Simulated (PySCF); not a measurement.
C3H4BFO, SMILES C(=C)=CB(F)O.

Coordinates come from a B3LYP-D3(BJ)/def2-SVP optimisation. This is a generated structure with no PubChem entry under its InChIKey; it may be hypothetical. The values are those of a single conformer.

Level of theory: PySCF with ωB97X/def2-TZVP.

Computed frontier levels, gap, dipole moment and polarisability:
```yaml
highest_occupied_level: -10.22 eV
lowest_empty_level: 1.24 eV
orbital_gap: 11.46 eV
dipole_moment: 2.77 D
quadrupole, principal values (traceless, Buckingham form, about the centre of nuclear charge): -8.86, -0.91, 9.77 D·Å
mean_static_polarisability: 54.8 bohr³ (8.13 Å³)
polarisability_principal_values: 35.3, 41.9, 87.4 bohr³
```
